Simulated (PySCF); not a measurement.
# One molecule, several mistakes: BCGeH3O

Calculated results; nothing here was measured. The program is PySCF 2.14.0, an open-source quantum chemistry code, run on an isolated molecule that a program drew, which may never have been made. The molecule is BCGeH3O (charge 0, singlet), drawn as the SMILES string `OB=[CH][GeH]`.

Each row is a Hartree-Fock (HF) and frozen-core CCSD(T) single point in the cc-pVDZ basis, meant for a local HF minimum. Run 1 is clean. Each other run has one planted mistake out of seven kinds, and not every kind appears here: one electron removed, one electron added, multiplicity raised by two, geometry at a saddle point, minimal basis STO-3G, one bond length entered in bohr, all coordinates scaled. The reference is restricted for singlets and unrestricted otherwise, and also for a bond in bohr. Adding or removing an electron swaps singlet and doublet. Electrons count all cores. HOMO and LUMO are orbital energies over both spins, the gradient is its largest component, and the lowest frequency (negative if imaginary) is given only where the gradient is small. Bond lengths are over the 6 bonds as drawn. T1 is the CCSD diagnostic: over 0.02 (restricted) or 0.045 (unrestricted) a single reference is doubtful. Germanium has the cc-pVDZ-PP basis, with a core potential (ECP10MDF) in place of its 10 inner electrons, and its 3s, 3p and 3d shells are frozen in CCSD(T).

Geometry of the clean run:
```xyz
7
BCGeH3O, angstrom
O    -1.4238    0.0501    2.9004
B    -1.1454   -1.2183    2.7374
C    -0.8338   -2.5616    2.5200
Ge    0.7602   -2.6582    1.4513
H    -0.9425    0.5001    3.5821
H    -1.3510   -3.4407    2.8736
H     0.9277   -1.0635    1.3569
```

```
run  electrons  basis functions  <S^2>  HOMO (eV)  LUMO (eV)  gradient (hartree/bohr)  lowest frequency (cm^-1)  mean bond (Å)  longest bond (Å)      T1  HF (hartree)  CCSD(T) (hartree)                 mistake
  1         54               80  0.000      -8.38       1.42                  2.5e-05                       132         1.3767             1.922  0.0171    -432.53478         -433.05756                no fault
  2         54               80  0.000      -8.46       1.33                  1.4e-02                         -         1.4029             1.958  0.0177    -432.53217         -433.05869  all coordinates scaled
  3         55               80  0.785       0.14       7.95                  4.8e-02                         -         1.3767             1.922  0.0195    -432.50604         -433.03854      one electron added
  4         53               80  0.999     -14.33      -6.52                  9.3e-02                         -         1.3767             1.922  0.0814    -432.25482         -432.73260                       ?
  5         54               80  2.014      -6.36       0.03                  3.2e-02                         -         1.3767             1.922  0.0185    -432.47177         -432.97594                       ?
```

**Which mistake was planted in run 4, and what did it cost?**

It counts 53 electrons, one fewer than the clean run, at the same geometry and basis. So the mistake is: one electron removed. Subtracting run 1 and multiplying by 627.51 kcal/mol a hartree, the energy moved by 175.7 kcal/mol in HF and 203.9 kcal/mol in CCSD(T).

**Which mistake was planted in run 5, and what did it cost?**

Electrons, basis and geometry are unchanged, and <S^2> is 2.014, beside S(S+1) = 2.00 for a multiplicity of 3. So the mistake is: multiplicity raised by two. Subtracting run 1 and multiplying by 627.51 kcal/mol a hartree, the energy moved by 39.5 kcal/mol in HF and 51.2 kcal/mol in CCSD(T).

Cautions from the logs. Run 3: the HOMO is above zero, so the electron isn't bound and the energy depends on the basis; run 4: T1 is over the limit, so its CCSD(T) energy is less reliable.
